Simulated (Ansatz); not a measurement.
A nudged elastic band was laid between two geometries of ClGe2H5 + FH (10 atoms, charge 0, multiplicity 1).

All numbers below come from RKS PBE0-D4/def2-mTZVP (Ansatz).

- movable images: 7
- climbing image: yes
- spring: 5.0 eV/Å²
- optimiser: quadratic models (default)
- start path: through a guess of the saddle point
- force threshold: 0.05 eV/Å
- iteration limit: 60
- end points: relaxed

Image 0:

```xyz
10
Properties=species:S:1:pos:R:3
Ge -0.420 -0.316 -0.004
H -0.842 -0.758 1.406
Cl 1.787 -0.303 0.076
Ge -1.202 1.880 -0.680
H -2.523 1.647 -1.439
H -1.457 2.759 0.546
H -0.170 2.504 -1.627
H -0.721 -1.433 -1.016
F 1.435 2.543 1.144
H 1.819 1.721 0.906
```

Image 8:

```xyz
10
Properties=species:S:1:pos:R:3
Ge 0.299 0.415 -0.534
H 0.130 -0.114 3.438
Cl 1.459 -0.172 -2.257
Ge -1.274 2.144 -1.164
H -2.277 1.548 -2.164
H -2.012 2.636 0.090
H -0.486 3.288 -1.812
H -0.185 -0.878 0.139
F 1.444 1.124 0.579
H 0.607 0.252 2.998
```

Which bonds break or form, and what moves?

Bonds broken: Ge1–H2, F9–H10. Bonds formed: Ge1–F9, H2–H10. ClGe2H5 + FH becomes ClFGe2H4 + H2.

What energy profile does the band end with?

The forces met the threshold. The highest image is number 4 of 0 to 8, 1.87 eV above the first end and 2.09 eV above the last; the last end lies 0.22 eV below the first. Neighbouring images differ by up to 1.7 eV, so the band resolves the path poorly. A vibrational analysis at the climbing image gives one clearly imaginary mode, 1080i cm⁻¹: a first-order saddle point. The orbitals stay closed-shell, which can raise the energy where a bond breaks towards radicals; this wasn't checked here.

| image | path coordinate (Å) | energy (eV) | Ge1–H2 (Å) | F9–H10 (Å) | Ge1–F9 (Å) |
| --- | --- | --- | --- | --- | --- |
| 0 | 0.00 | 0.00 | 1.54 | 0.94 | 3.60 |
| 1 | 1.27 | 0.02 | 1.53 | 0.94 | 3.34 |
| 2 | 2.53 | 0.11 | 1.53 | 0.93 | 3.36 |
| 3 | 3.80 | 0.51 | 1.57 | 0.94 | 3.08 |
| 4 | 5.06 | 1.87 | 1.83 | 1.12 | 2.08 |
| 5 | 6.00 | 0.16 | 2.48 | 1.86 | 1.77 |
| 6 | 6.93 | -0.21 | 3.26 | 2.50 | 1.75 |
| 7 | 7.87 | -0.22 | 3.86 | 2.75 | 1.75 |
| 8 | 8.80 | -0.22 | 4.01 | 2.70 | 1.75 |

What is the geometry of the highest image?


```xyz
10
Properties=species:S:1:pos:R:3
Ge 0.077 0.199 0.010
H -0.355 0.543 1.760
Cl 1.622 -0.138 -1.521
Ge -1.196 2.049 -0.902
H -2.041 1.511 -2.065
H -2.096 2.642 0.189
H -0.184 3.083 -1.406
H -0.441 -1.235 0.194
F 1.638 0.821 1.239
H 0.683 0.768 1.813
```

Time of the run: 12 min on 4 threads of Arm Neoverse V1, with other jobs on the host, peak memory 0.38 GiB.
